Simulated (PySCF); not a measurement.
PySCF 2.14 output of an unrestricted BHandHLYP calculation on a single atom or ion in aug-cc-pV5Z (7s6p5d4f3g2h, 127 functions), with the non-relativistic Hamiltonian (point nucleus):

```
SCF conv_tol = 1e-09
number electrons alpha = 3  beta = 1
    A. D. Becke.,  J. Chem. Phys. 98, 1372 (1993)
    Defined through Gaussian implementation.
cycle= 1 E= -36.3100849836203  delta_E= -0.00189  |g|= 0.0085  |ddm|= 0.294
cycle= 2 E= -36.3101091628471  delta_E= -2.42e-05  |g|= 0.00102  |ddm|= 0.016
cycle= 3 E= -36.3101096604126  delta_E= -4.98e-07  |g|= 4.65e-05  |ddm|= 0.0015
cycle= 4 E= -36.3101096616262  delta_E= -1.21e-09  |g|= 1.87e-06  |ddm|= 7.47e-05
cycle= 5 E= -36.3101096616274  delta_E= -1.15e-12  |g|= 9.07e-08  |ddm|= 3.71e-06
converged SCF energy = -36.3101096616274  <S^2> = 2.0000119  2S+1 = 3.0000079
```

The run itself started from symmetry-adapted Hartree-Fock orbitals and held the occupation by maximum overlap, on a logarithmic radial grid, so the iterations belong to that start.

Problem. Which element, charge and spin multiplicity is this?

Solution. C²⁺ (carbon, charge +2), multiplicity 3; the state was [He] 2s1 2p1, high-spin 3P determinant (an excited configuration).
